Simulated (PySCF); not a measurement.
PySCF input (CCSD(T)/cc-pVDZ):

```python
from pyscf import gto, scf, mp, cc as ccmod

mol = gto.M(
    atom='''
    B     0.03767239   -0.37990635    0.23172172
    Cl   -0.11424814    1.15213283   -0.70273688
    N     1.32756109   -0.90789549    0.41621217
    N    -1.14193215   -0.96407540    0.72558585
    H     1.51454279   -1.75583646    0.92197170
    H     2.14438842   -0.45755879    0.04577666
    H    -1.16028309   -1.81668760    1.25706908
    H    -2.04419423   -0.55284725    0.57051477
    ''',
    basis='cc-pvdz',
    charge=0,
    spin=0,
    verbose=4,
)

mf = scf.RHF(mol)
mf.conv_tol = 1e-10
mf.max_cycle = 100
mf.kernel()
mp2 = mp.MP2(mf, frozen=8).run()
cc = ccmod.CCSD(mf, frozen=8)
cc.max_cycle = 100
cc.kernel()
et = cc.ccsd_t()
print(f'E(CCSD(T)) = {cc.e_tot + et:.9f}')
```

Output:

```
PySCF version 2.14.0

[INPUT] verbose = 4
[INPUT] num. atoms = 8
[INPUT] num. electrons = 40
[INPUT] charge = 0
[INPUT] spin (= nelec alpha-beta = 2S) = 0
[INPUT] symmetry False subgroup None
[INPUT] Mole.unit = angstrom
[INPUT] Symbol           X                Y                Z      unit          X                Y                Z       unit  Magmom
[INPUT]  1 B      0.037672390000  -0.379906350000   0.231721720000 AA    0.071190499558  -0.717918954483   0.437890587913 Bohr   0.0
[INPUT]  2 Cl    -0.114248140000   1.152132830000  -0.702736880000 AA   -0.215897694841   2.177215507820  -1.327980240831 Bohr   0.0
[INPUT]  3 N      1.327561090000  -0.907895490000   0.416212170000 AA    2.508726873729  -1.715673825828   0.786527011011 Bohr   0.0
[INPUT]  4 N     -1.141932150000  -0.964075400000   0.725585850000 AA   -2.157939016336  -1.821838469431   1.371158536360 Bohr   0.0
[INPUT]  5 H      1.514542790000  -1.755836460000   0.921971700000 AA    2.862071077035  -3.318050028926   1.742274007600 Bohr   0.0
[INPUT]  6 H      2.144388420000  -0.457558790000   0.045776660000 AA    4.052306818489  -0.864660798987   0.086505350297 Bohr   0.0
[INPUT]  7 H     -1.160283090000  -1.816687600000   1.257069080000 AA   -2.192617267064  -3.433042017893   2.375516280859 Bohr   0.0
[INPUT]  8 H     -2.044194230000  -0.552847250000   0.570514770000 AA   -3.862967240116  -1.044729891219   1.078116665319 Bohr   0.0

nuclear repulsion = 144.428889839184
number of shells = 32
number of NR pGTOs = 147
number of NR cGTOs = 80
basis = cc-pvdz
ecp = {}

******** <class 'pyscf.scf.hf.RHF'> ********
method = RHF
initial guess = minao
damping factor = 0
level_shift factor = 0
DIIS = <class 'pyscf.scf.diis.CDIIS'>
diis_start_cycle = 1
diis_space = 8
diis_damp = 0
SCF conv_tol = 1e-10
SCF conv_tol_grad = None
SCF max_cycles = 100
direct_scf = True
direct_scf_tol = 1e-13
Set gradient conv threshold to 1e-05
Initial guess from minao.
init E= -596.1377454876
  HOMO = -0.281801756411687  LUMO = 0.107329200115333  gap/eV = 10.58879
cycle= 1 E= -595.522201346613  delta_E= 0.616  |g|= 0.369  |ddm|= 2.34
  HOMO = -0.392944004052354  LUMO = 0.163435863126212  gap/eV = 15.13987
cycle= 2 E= -595.564523325555  delta_E= -0.0423  |g|= 0.107  |ddm|= 0.398
  HOMO = -0.395239769158178  LUMO = 0.171801920388362  gap/eV = 15.42999
cycle= 3 E= -595.56796524661  delta_E= -0.00344  |g|= 0.0364  |ddm|= 0.105
  HOMO = -0.390494625070004  LUMO = 0.175217576124202  gap/eV = 15.39381
cycle= 4 E= -595.568408776779  delta_E= -0.000444  |g|= 0.00662  |ddm|= 0.0389
  HOMO = -0.391509843030817  LUMO = 0.174696731054035  gap/eV = 15.40727
cycle= 5 E= -595.568425369265  delta_E= -1.66e-05  |g|= 0.00179  |ddm|= 0.00719
  HOMO = -0.391271374953407  LUMO = 0.174789619589351  gap/eV = 15.40330
cycle= 6 E= -595.568427139333  delta_E= -1.77e-06  |g|= 0.000583  |ddm|= 0.00265
  HOMO = -0.391405864225709  LUMO = 0.174776178861223  gap/eV = 15.40660
cycle= 7 E= -595.568427340935  delta_E= -2.02e-07  |g|= 0.000183  |ddm|= 0.00097
  HOMO = -0.391352633560703  LUMO = 0.174792993013466  gap/eV = 15.40561
cycle= 8 E= -595.568427360666  delta_E= -1.97e-08  |g|= 3.47e-05  |ddm|= 0.000334
  HOMO = -0.391358282676704  LUMO = 0.1747913147821  gap/eV = 15.40572
cycle= 9 E= -595.568427361353  delta_E= -6.88e-10  |g|= 7.52e-06  |ddm|= 5.75e-05
  HOMO = -0.39135713691312  LUMO = 0.174791774808584  gap/eV = 15.40570
cycle= 10 E= -595.568427361385  delta_E= -3.19e-11  |g|= 1.84e-06  |ddm|= 1.24e-05
  HOMO = -0.391357185992728  LUMO = 0.174791688945126  gap/eV = 15.40570
Extra cycle  E= -595.568427361385  delta_E= 2.27e-13  |g|= 6.89e-07  |ddm|= 2.19e-06
converged SCF energy = -595.568427361385

******** <class 'pyscf.mp.mp2.RMP2'> ********
nocc = 12, nmo = 72
frozen orbitals 8
E(RMP2) = -596.125397024349  E_corr = -0.5569696629635
E(SCS-RMP2) = -596.111860737226  E_corr = -0.543433375840403
E_corr(same-spin) = -0.144150253518228
E_corr(oppo-spin) = -0.412819409445273

******** <class 'pyscf.cc.ccsd.CCSD'> ********
CC2 = 0
CCSD nocc = 12, nmo = 72
frozen orbitals 8
max_cycle = 100
direct = 0
conv_tol = 1e-07
conv_tol_normt = 1e-05
diis_space = 6
diis_start_cycle = 0
diis_start_energy_diff = 1e+09
Init t2, MP2 energy = -596.125397030066  E_corr(MP2) -0.556969668680911
Init E_corr(CCSD) = -0.556969668681141
cycle = 1  E_corr(CCSD) = -0.579091754797579  dE = -0.0221220861  norm(t1,t2) = 0.0507457
cycle = 2  E_corr(CCSD) = -0.589542729478931  dE = -0.0104509747  norm(t1,t2) = 0.0154766
cycle = 3  E_corr(CCSD) = -0.591724352975531  dE = -0.0021816235  norm(t1,t2) = 0.00736488
cycle = 4  E_corr(CCSD) = -0.593126603428851  dE = -0.00140225045  norm(t1,t2) = 0.00262967
cycle = 5  E_corr(CCSD) = -0.592991892448448  dE = 0.00013471098  norm(t1,t2) = 0.000710268
cycle = 6  E_corr(CCSD) = -0.59297368683227  dE = 1.82056162e-05  norm(t1,t2) = 0.000153103
cycle = 7  E_corr(CCSD) = -0.592976646577126  dE = -2.95974486e-06  norm(t1,t2) = 5.8383e-05
cycle = 8  E_corr(CCSD) = -0.592978164932223  dE = -1.5183551e-06  norm(t1,t2) = 1.60126e-05
cycle = 9  E_corr(CCSD) = -0.592977520454136  dE = 6.44478088e-07  norm(t1,t2) = 5.29804e-06
cycle = 10  E_corr(CCSD) = -0.592977489115007  dE = 3.13391286e-08  norm(t1,t2) = 1.97677e-06
CCSD converged
E(CCSD) = -596.1614048505002  E_corr = -0.592977489115007
CCSD(T) correction = -0.0149914183609557
E(CCSD(T)) = -596.176396269
```
